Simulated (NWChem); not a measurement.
System: phosphorus nitride (PN); SMILES P#N

Program: NWChem. Pople sets run with spherical d functions. The geometry was optimised at PBE0-D3(BJ)/def2-TZVP. Total energies compare along this basis series because the functional is fixed.

```tsv
level	basis functions	energy (Ha)	highest occupied level (eV)	orbital gap (eV)	dipole (D)
PBE/STO-3G	14	-391.2510	-3.82	5.13	1.88
PBE/3-21G	22	-393.7812	-7.26	4.57	1.86
PBE/6-31G*	32	-395.8246	-7.49	4.53	2.28
PBE/6-31+G*	40	-395.8309	-7.79	4.51	2.61
PBE/6-311G**	44	-395.8679	-7.60	4.52	2.53
PBE/6-311++G**	52	-395.8729	-7.80	4.52	2.67
```
